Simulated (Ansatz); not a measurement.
Abridged output of a molecular run in Ansatz:

```
Functional definition: HF
3285 factors; integrals over basis functions are off by at most 1.1e-3 eV
mean field evaluation 1: about -11591.4819 eV, gradient 5.9e1 eV
mean field evaluation 2: about -11591.9406 eV, gradient 5.9e1 eV
mean field evaluation 4: about -11600.8329 eV, gradient 8.4e0 eV
mean field evaluation 8: about -11601.0300 eV, gradient 5.7e-1 eV
mean field evaluation 16: about -11601.0321 eV, gradient 2.0e-6 eV
mean field -11601.03205235 eV, -426.3300644621 hartree, gradient 2.0e-6 eV, S^2 0.000000; 0 other end points of the search recorded, 0 dependent functions left out
10 core orbitals not correlated: weight in the atoms' cores, before any rotation towards them, 1.000 or more for the frozen orbitals, at most 0.000 for the correlated occupied ones
reference -11601.03205235 eV, -426.3300644621 hartree; 30, 30 occupied and 522, 522 virtual orbitals, 3285 factors
second order -48.74603813 eV of doubles, -0.00000000 eV of singles
cycle   1  -49.76036780 eV  change    -1.0e0 eV  update   1.5e-1
cycle   2  -50.90812670 eV  change    -1.1e0 eV  update   4.3e-2
cycle   3  -51.17210178 eV  change   -2.6e-1 eV  update   2.2e-2
cycle   4  -51.16409776 eV  change    8.0e-3 eV  update   5.2e-3
cycle   5  -51.16291914 eV  change    1.2e-3 eV  update   2.4e-3
cycle   6  -51.16380910 eV  change   -8.9e-4 eV  update   7.8e-4
cycle   7  -51.16357012 eV  change    2.4e-4 eV  update   3.2e-4
cycle   8  -51.16346808 eV  change    1.0e-4 eV  update   1.1e-4
cycle   9  -51.16349960 eV  change   -3.2e-5 eV  update   4.2e-5
perturbative correction -2.12049986 eV, -0.0779269326 hartree
Total energy: -11654.31605182 eV, -428.2882153252 hartree
```

Its atoms:

Cartesian coordinates in Å:
```
C 2.370 -0.947 -2.025
C 1.996 0.341 -1.304
C 2.086 1.536 -2.240
C 0.606 0.244 -0.696
C 0.487 -0.716 0.467
O 1.458 -1.108 1.070
C -0.907 -1.148 0.855
C -1.841 0.007 1.230
C -1.294 0.790 2.414
C -3.236 -0.525 1.525
H 3.378 -0.881 -2.443
H 1.681 -1.141 -2.853
H 2.346 -1.802 -1.348
H 2.701 0.483 -0.479
H 3.088 1.625 -2.667
H 1.859 2.471 -1.721
H 1.381 1.438 -3.072
H 0.292 1.225 -0.315
H -0.138 -0.019 -1.458
H -1.336 -1.694 0.006
H -0.816 -1.845 1.692
H -1.914 0.683 0.370
H -0.301 1.200 2.213
H -1.208 0.146 3.294
H -1.954 1.623 2.670
H -3.214 -1.217 2.372
H -3.650 -1.060 0.666
H -3.920 0.288 1.777
```

Which basis set was used?
A. def2-TZVPPD
B. cc-pV(Q+d)Z
C. def2-QZVPP
D. def2-TZVPP

D. It gives 562 functions.

Write the keys of the input that set method, charge and spin (a neutral closed shell needs none for the last two).


```yaml
correlation: {method: ccsd_t}
```
